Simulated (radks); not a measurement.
Values are calculated unless marked as measured or tabulated.
Problem. These are the eigenvalues of the occupied orbitals of an atom or ion with whole-number occupations (hartree). Level of theory: scalar-relativistic Kohn-Sham, PBE, spin-polarised, spherical densities, point nucleus (a radial shooting solver on a logarithmic mesh with Libxc functionals).

orbital  eigenvalue
1s up     -1067.197
1s down   -1067.193
2s up     -161.9482
2s down   -161.9253
2p up     -145.4750
2p down   -145.4560
3s up     -32.01698
3s down   -32.00313
3p up     -26.63638
3p down   -26.62067
3d up     -18.36150
3d down   -18.33930
4s up      -5.82740
4s down    -5.74627
4p up      -4.18018
4p down    -4.09776
4d up      -1.76894
4d down    -1.68283
5s up      -0.88567
5p up      -0.54388
5p down    -0.45408

Which element is it, and in what charge state? The configuration may be excited. Open shells, if any, are filled with parallel spins first.

Solution. Z = 50, tin, charge +1: Sn+ in [Kr] 4d8 5s1 5p4. The list shows which subshells hold electrons but not how many an open one holds; the 1s level, -1067.2 hartree, gives Z - s = 46.2 by -(Z - s)^2/2, which with screening and relativity narrows Z to a few neighbours, and the depths of the outer levels then fix element, charge and occupations together.
